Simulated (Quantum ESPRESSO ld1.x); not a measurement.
Q: Os IV, 73 electrons, occupied as [Xe] 4f14 5d5. Calculated with ld1.x of Quantum ESPRESSO 7.5: Dirac Kohn-Sham, BLYP, spin-unpolarised, spherical densities, point nucleus; open shells fill j = l - 1/2 first. Some entries of the table are withheld. Estimate them.

orbital,occ.,eigenvalue (hartree),<r> (bohr),<1/r> (bohr^-1)
1s1/2,2,-2712.3870,0.01773,90.53
2s1/2,2,-472.9591,0.07424,22.11
2p1/2,2,-452.8235,0.06130,22.06
2p3/2,4,-396.5273,0.06949,18.31
3s1/2,2,(1),(2),8.115
3p1/2,2,-101.9056,0.1835,8.028
3p3/2,4,-89.6294,0.1986,7.055
3d3/2,4,-74.5834,0.1734,6.951
3d5/2,6,-71.9245,0.1781,6.725
4s1/2,2,-24.2708,0.4317,3.420
4p1/2,2,-20.4991,0.4357,3.309
4p3/2,4,-17.6138,0.4693,2.970
4d3/2,4,-11.4311,0.4825,2.760
4d5/2,6,-10.8968,0.4938,2.680
5s1/2,2,-4.4633,1.004,1.353
5p1/2,2,-3.2963,(3),(4)
4f5/2,6,-3.0713,0.5521,2.258
4f7/2,8,-2.9681,0.5602,2.226
5p3/2,4,-2.8401,(5),(6)
5d3/2,4,-1.2996,1.595,0.8123
5d5/2,1,-1.2535,1.642,0.7869

A: 
(1) 3s1/2 eigenvalue (hartree): -110.9002
(2) 3s1/2 <r> (bohr): 0.1933
(3) 5p1/2 <r> (bohr): 1.094
(4) 5p1/2 <1/r> (bohr^-1): 1.226
(5) 5p3/2 <r> (bohr): 1.190
(6) 5p3/2 <1/r> (bohr^-1): 1.107
